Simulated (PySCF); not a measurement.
PySCF 2.14 output of an unrestricted r2SCANh calculation on a single atom or ion in def2-QZVPPD with the def2 core potential (60 electrons) (7s6p4d3f2g, 84 functions), with a scalar-relativistic core potential:

```
SCF conv_tol = 1e-09
number electrons alpha = 6  beta = 5
    M. Bursch, H. Neugebauer, S. Ehlert, and S. Grimme.,  J. Chem. Phys. 156, 134105 (2022)
cycle= 1 E= -47.5962615329952  delta_E= -0.00963  |g|= 0.0354  |ddm|= 0.32
cycle= 2 E= -47.6043325856814  delta_E= -0.00807  |g|= 0.0297  |ddm|= 0.223
cycle= 3 E= -47.6115959323937  delta_E= -0.00726  |g|= 0.0282  |ddm|= 0.232
cycle= 4 E= -47.6152592667451  delta_E= -0.00366  |g|= 0.0114  |ddm|= 0.21
cycle= 5 E= -47.615377017783  delta_E= -0.000118  |g|= 0.00835  |ddm|= 0.0313
cycle= 6 E= -47.615620128343  delta_E= -0.000243  |g|= 0.000753  |ddm|= 0.0688
cycle= 7 E= -47.615620812745  delta_E= -6.84e-07  |g|= 0.000461  |ddm|= 0.00445
cycle= 8 E= -47.6156213672535  delta_E= -5.55e-07  |g|= 8.5e-05  |ddm|= 0.00262
cycle= 9 E= -47.6156213983282  delta_E= -3.11e-08  |g|= 4.61e-05  |ddm|= 0.00105
cycle= 10 E= -47.6156214041783  delta_E= -5.85e-09  |g|= 6.72e-06  |ddm|= 0.000346
cycle= 11 E= -47.6156214042936  delta_E= -1.15e-10  |g|= 6.63e-07  |ddm|= 5.35e-05
converged SCF energy = -47.6156214042936  <S^2> = 1.5237744  2S+1 = 2.6636625
```

The run itself started from symmetry-adapted Hartree-Fock orbitals and held the occupation by maximum overlap, on a logarithmic radial grid, so the iterations belong to that start.

Which element, charge and spin multiplicity is this?

Hf⁺ (hafnium, charge +1), multiplicity 2; the state was [Xe] 4f14 5d1 6s2, 2D determinant.

⟨L²⟩ = 9.27 against 6 for a pure D term, so this real determinant mixes terms. Energies and moments cover only the electrons outside the core potential. Spin-orbit coupling, absent here, splits the open shell strongly. ⟨S²⟩ = 1.52 against 0.75 shows spin contamination. The s, p, d and f populations moved away from the nominal configuration during the SCF.
